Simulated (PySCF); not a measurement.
Compound: C4H14Si2.
SMILES with atom numbers: `[CH3:1][CH2:2][CH2:3][CH:4]([SiH3:5])[SiH3:6]` (hydrogens: H7, H8, H9 on C1; H10, H11 on C2; H12, H13 on C3; H14 on C4; H15, H16, H17 on Si5; H18, H19, H20 on Si6)

The same species was optimised twice, with GFN2-xTB and with PBE0-D3(BJ)/def2-SVP (PySCF), and the same property calculations (PySCF, gas phase) were run on both structures.

```tsv
coordinate	GFN2-xTB	PBE0-D3(BJ)/def2-SVP	change
C4–Si5 (Å)	1.907	1.890	-0.017
C4–Si6 (Å)	1.907	1.893	-0.014
C3–C4 (Å)	1.532	1.539	+0.007
C1–C2 (Å)	1.524	1.520	-0.004
C2–C3 (Å)	1.526	1.525	-0.001
Si5–C4–Si6 (°)	112.3	110.1	-2.2
C2–C3–C4 (°)	113.4	114.9	+1.5
C1–C2–C3 (°)	111.9	113.0	+1.1
C3–C4–Si5 (°)	110.2	111.2	+1.0
C3–C4–Si6 (°)	112.9	113.7	+0.8
C1–C2–C3–C4 (°)	-177	-176	+1
C2–C3–C4–Si5 (°)	170	175	+5
```

Rotational constants: A = 2755, B = 1228, C = 903.0 MHz (GFN2-xTB) against A = 2838, B = 1208, C = 900.5 MHz (PBE0-D3(BJ)/def2-SVP). Point groups within 0.08 Å: C1 and C1.

On the GFN2-xTB structure: HOMO (eV) -8.11 [PBE0/pcSseg-1]; LUMO (eV) 0.56 [PBE0/pcSseg-1]; dipole (D) 0.92 [PBE0/pcSseg-1]; GIAO shielding of C1 (ppm) 169.8 [PBE0/pcSseg-1]; GIAO shielding of C2 (ppm) 155.5 [PBE0/pcSseg-1]; GIAO shielding of C3 (ppm) 150.2 [PBE0/pcSseg-1]; GIAO shielding of C4 (ppm) 183.1 [PBE0/pcSseg-1]; GIAO shielding of Si5/Si6 (mean) (ppm) 415.6 [PBE0/pcSseg-1].

Task: What do these properties become on the PBE0-D3(BJ)/def2-SVP structure?

Result: 
| property | level | on GFN2-xTB | on PBE0-D3(BJ)/def2-SVP | change |
| --- | --- | --- | --- | --- |
| HOMO (eV) | PBE0/pcSseg-1 | -8.11 | -8.22 | -0.11 |
| LUMO (eV) | PBE0/pcSseg-1 | 0.56 | 0.54 | -0.02 |
| dipole (D) | PBE0/pcSseg-1 | 0.92 | 1.10 | +0.18 |
| energy, GFN2-xTB geometry as zero (kcal/mol) | PBE0/pcSseg-1 | 0.0 | -1.6 | -1.6 |
| GIAO shielding of C1 (ppm) | PBE0/pcSseg-1 | 169.8 | 168.0 | -1.8 |
| GIAO shielding of C2 (ppm) | PBE0/pcSseg-1 | 155.5 | 155.1 | -0.4 |
| GIAO shielding of C3 (ppm) | PBE0/pcSseg-1 | 150.2 | 149.5 | -0.7 |
| GIAO shielding of C4 (ppm) | PBE0/pcSseg-1 | 183.1 | 183.8 | +0.7 |
| GIAO shielding of Si5/Si6 (mean) (ppm) | PBE0/pcSseg-1 | 415.6 | 412.5 | -3.1 |

The heavy atoms differ by 0.037 Å rms after alignment. Among bonds between heavy atoms C4–Si5 changes most (-0.017 Å). Changes are differences of the printed values. Neither structure is proved a minimum here.

The values belong to the conformer `[CH3:1][CH2:2][CH2:3][CH:4]([SiH3:5])[SiH3:6]`: C1–C2–C3–C4 -176°, C2–C3–C4–Si5 175°.
